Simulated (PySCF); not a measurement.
SeCl₂, SMILES Cl[Se]Cl. Atoms are numbered in the order given.

```xyz
3

Se     0.0000     0.0000     0.6794
Cl     0.0000    -1.6623    -0.6794
Cl     0.0000     1.6623    -0.6794
```

The structure is a stationary point at PBE0-D3(BJ)/def2-TZVP. The isomer is the one that the SMILES or the coordinates give; other isomers of the formula were not compared.

Calculation: TDA-B3LYP/def2-SVPD in PySCF.

Vertical excitations. The molecule is in vacuum. State labels are in the subgroup C2v.

```tsv
state	symmetry	energy (eV)	λ (nm)	f	main pairs
S1	B1	2.72	456	0.000	HOMO→LUMO 100 %
S2	A2	2.90	428	0.000	HOMO→LUMO+1 100 %
S3	B2	5.29	234	0.009	HOMO−1→LUMO 79 %, HOMO−3→LUMO+1 20 %
S4	A2	5.35	232	0.000	HOMO−2→LUMO 99 %
S5	A1	5.49	226	0.010	HOMO−1→LUMO+1 78 %, HOMO−3→LUMO 20 %
S6	A1	5.59	222	0.005	HOMO−3→LUMO 78 %, HOMO−1→LUMO+1 21 %
S7	B1	5.72	217	0.002	HOMO−2→LUMO+1 99 %
S8	B1	6.19	200	0.015	HOMO→LUMO+2 99 %
S9	B2	6.52	190	0.139	HOMO−3→LUMO+1 68 %, HOMO−1→LUMO 16 %
S10	B1	6.52	190	0.000	HOMO−4→LUMO 98 %
T1	B1	1.95	636	0	HOMO→LUMO 99 %
T2	A2	2.23	555	0	HOMO→LUMO+1 99 %
T3	B2	4.56	272	0	HOMO−1→LUMO 90 %
T4	A1	4.79	259	0	HOMO−3→LUMO 76 %, HOMO−1→LUMO+1 23 %
```
Triplets are in the Tamm–Dancoff approximation.
